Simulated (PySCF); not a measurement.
C₅H₇N. Atoms are numbered in the order given.

```xyz
13

C      0.0223     2.2004     0.0000
C      0.0612     0.7048     0.0000
C      1.1321    -0.1404     0.0000
C      0.5956    -1.5405     0.0000
N     -0.8585    -1.4500     0.0000
C     -1.1244    -0.1779     0.0000
H     -0.5180     2.5880     0.8897
H     -0.5180     2.5880    -0.8897
H      1.0389     2.6378     0.0000
H      2.1950     0.1390     0.0000
H      0.9298    -2.1338    -0.8831
H      0.9298    -2.1338     0.8831
H     -2.1689     0.1865     0.0000
```

Geometry: PBE-D3(BJ)/def2-SVP. One conformer was computed; it need not be the lowest.

Calculation: PBE-D3(BJ)/def2-SVP (PySCF 2.14.0).

Harmonic, unscaled wavenumbers; measured fundamentals usually lie a few per cent lower.

Task: Give all harmonic wavenumbers and intensities. (Estimate from the structure and the level; the computed values follow.)

Result: 
```
mode  ν (cm⁻¹)  IR (km/mol)  moving atoms (share of kinetic energy)
----  --------  -----------  --------------------------------------
1          126          1.2                                  H 95 %
2          231          3.2                          C 58 %, H 39 %
3          311          0.2                          C 60 %, H 35 %
4          376         10.9                  H 52 %, C 24 %, N 24 %
5          568         11.1                          C 59 %, H 38 %
6          621          1.5                   C 75 %, H 17 %, N 8 %
7          735          8.2                          H 79 %, C 16 %
8          828         12.0                   C 51 %, N 41 %, H 8 %
9          860          4.9                   H 46 %, C 46 %, N 8 %
10         923          7.0                  H 50 %, C 39 %, N 11 %
11         925         18.8                          C 60 %, H 37 %
12         941          6.1                          H 66 %, C 34 %
13         964         22.2                  H 49 %, C 40 %, N 11 %
14         997         10.2                  C 49 %, H 40 %, N 10 %
15        1012          3.6                          H 60 %, C 40 %
16        1104          0.3                                  H 90 %
17        1171          0.5                          C 57 %, H 41 %
18        1196          0.1                          H 70 %, C 29 %
19        1249          1.9                          H 51 %, C 43 %
20        1317          6.4                          H 78 %, C 21 %
21        1318         18.0                          H 60 %, C 35 %
22        1349          2.2                          H 59 %, C 41 %
23        1401          7.7                                  H 97 %
24        1409         13.8                                  H 92 %
25        1539         19.6                          C 63 %, N 32 %
26        1651          1.4                           C 85 %, N 9 %
27        2958          3.3                                  H 94 %
28        2964         21.1                                  H 97 %
29        2992          1.6                           H 91 %, C 9 %
30        3034          8.9                           H 91 %, C 9 %
31        3073         22.4                           H 91 %, C 9 %
32        3076         10.0                           H 91 %, C 9 %
33        3153          3.3                           H 91 %, C 9 %
```
